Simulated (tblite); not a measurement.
C₄H₁₅BN₂Si₂.
Numbering: `[CH2:1]=[CH:2][CH2:3][C@H:4]1[SiH2:5][SiH2:6][N:7]1[BH2-:8][NH3+:9]` (hydrogens: H10, H11 on C1; H12 on C2; H13, H14 on C3; H15 on C4; H16, H17 on Si5; H18, H19 on Si6; H20, H21 on B8; H22, H23, H24 on N9)
Bond orders are those of one Lewis drawing.

Computed with GFN2-xTB (tblite), gas phase: L-BFGS steps from a force-field or distance-geometry start until the largest atomic force falls under 0.01 eV/Å.

Geometry at step 3:
```
atom  x, y, z in Å
C1      3.5536    0.7336   -0.0661
C2      2.6213   -0.1122   -0.4295
C3      1.5554   -0.4843    0.5282
C4      0.2442   -0.0224   -0.0627
Si5    -0.0883   -0.9622   -1.7139
Si6    -1.5194   -1.8322   -0.1774
N7     -0.9345   -0.4964    0.7095
B8     -1.8853    0.4273    1.3712
N9     -2.3069    1.6610    0.2009
H10     3.5369    1.0995    0.9415
H11     4.3244    1.0358   -0.7462
H12     2.5843   -0.4879   -1.4419
H13     1.5358   -1.5590    0.6909
H14     1.7264    0.0122    1.4793
H15     0.2685    1.0703   -0.1880
H16    -0.6449   -0.0200   -2.6789
H17     1.0408   -1.7627   -2.1397
H18    -1.0859   -3.1243    0.3238
H19    -2.9358   -1.6956   -0.5128
H20    -1.5143    1.0717    2.2773
H21    -2.9193   -0.1114    1.5322
H22    -1.8818    1.4704   -0.6837
H23    -1.9842    2.5028    0.6280
H24    -3.3027    1.6059    0.1656
```

Task: Give the atomic forces at this geometry.

Result: 
```tsv
atom	Fx (eV/Å)	Fy (eV/Å)	Fz (eV/Å)
C1	0.394	0.183	-0.121
C2	0.146	-0.054	0.113
C3	-0.065	0.043	-0.021
C4	-0.558	-0.043	-0.358
Si5	-0.303	-0.271	0.113
Si6	-0.344	-0.507	-0.557
N7	0.068	0.806	-0.266
B8	0.161	-0.074	-0.055
N9	0.075	-0.443	0.515
H10	0.361	0.279	0.084
H11	0.237	0.245	0.068
H12	0.019	-0.076	0.156
H13	-0.116	-0.179	0.021
H14	0.057	-0.057	0.251
H15	-0.016	-0.063	0.377
H16	0.180	0.158	-0.330
H17	0.125	-0.016	-0.413
H18	-0.176	-0.300	0.308
H19	-0.174	-0.292	0.092
H20	0.331	0.172	0.311
H21	-0.237	-0.163	0.336
H22	0.217	-0.070	-0.439
H23	0.109	0.569	-0.028
H24	-0.492	0.154	-0.155
```

The largest, 0.85 eV/Å, acts on N7 (Si6 within 3 % of it); the rms over all components is 0.274 eV/Å. The forces sum to zero within rounding, as they must for an isolated molecule in no field.

Task: Give the force on N7 in Eh/bohr and in nN.

Result: 0.851 eV/Å ÷ 51.422 = 0.01656 Eh/bohr, and 0.851 eV/Å × 1.602 = 1.36 nN.

Task: How far is this geometry from the end of the optimisation?

Result: 0.793 eV above it, and 0.575 Å rms away after alignment. The bonds farthest from their final lengths, with half the difference of the two atoms' forces along the bond (positive lengthens):

| bond | now (Å) | final (Å) | force along bond (eV/Å) |
| --- | --- | --- | --- |
| Si5–Si6 | 2.273 | 2.309 | -0.17 |
| C3–C4 | 1.511 | 1.534 | +0.27 |
| Si6–H19 | 1.462 | 1.485 | -0.15 |
| B8–N9 | 1.752 | 1.730 | -0.31 |
| Si6–H18 | 1.452 | 1.473 | +0.08 |
| Si5–H17 | 1.448 | 1.469 | +0.17 |

The angle farthest from its final value is H16–Si5–H17, 117.4° against 105.4°.

Of the 6 listed bonds off by 0.010 Å or more, this force points towards the final length in 4.

The cost below is that of the whole relaxation. Hardware: one thread of an Arm Neoverse N1, no GPU (shared host). Cost: 3.0 s of wall time.
